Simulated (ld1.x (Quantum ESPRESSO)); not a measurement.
## Transferability test, TM potential for boron

```json
{
  "Element": "boron (B)",
  "Generator": "ld1.x (Quantum ESPRESSO) 7.5",
  "Type": "norm-conserving Troullier–Martins (Kleinman–Bylander form)",
  "Functional": "PBE",
  "Relativity": "scalar-relativistic",
  "Frozen core": "none",
  "Valence charge": "5",
  "Reference configuration": "1s2 2s2 2p1",
  "Partial waves": "2p (bound): rc 3.75 bohr; 3d channel at 0.45 Ry: rc 3.15 bohr; 1s (bound): rc 0.30 bohr",
  "Local potential": "the s channel",
  "Core correction": "none"
}
```

Occupied shells without a wave of their own: 2s. They enter only through the test configuration that unscreens the potential.

Energies are relative to the spin-unpolarised reference configuration 1s2 2s2 2p1; without spin polarisation the order of configurations can differ from experiment. Not all tests gave a result: 2 of 7 tests not solved or not reliable. Left out of the table: 1s2 2s0 2p3 (solver errors, printed error -45.1 eV); 1s2 2s1 2p2 (solver errors, printed error -44.4 eV).

Give the all-electron excitation energy and the error of the potential for: 1s2 2s2 2p0; 1s2 2s1 2p0; 1s2 2s0 2p0; 1s2 2s2 2p1.3; 1s2 2s2 2p0.5.

| valence configuration | charge | ΔE all-electron (eV) | error AE − PS (meV) |
| --- | --- | --- | --- |
| 1s2 2s2 2p0 | +1 | 8.220 | +179 |
| 1s2 2s1 2p0 | +2 | 33.642 | +540 |
| 1s2 2s0 2p0 | +3 | 71.137 | +1000 |
| 1s2 2s2 2p1.3 | -0.3 | -0.738 | +4.5 |
| 1s2 2s2 2p0.5 | +0.5 | 2.887 | +59 |

Levels in the configuration 1s2 2s0 2p0:

| level | all-electron (eV) | pseudo (eV) |
| --- | --- | --- |
| 1s | -231.382 | -229.718 |

These tests converged, but a pseudo level misses the all-electron one widely, so the file describes the atom poorly there or has found another state: 1s2 2s1 2p0: empty 2p by 6.1 eV. The 2s level has no wave, so the channel is fitted at the deeper level alone: the likely source of the large errors.

A Bessel basis up to 400 Ry misses an occupied level by 0.13 Ry, so cutoffs and ghosts were not judged.
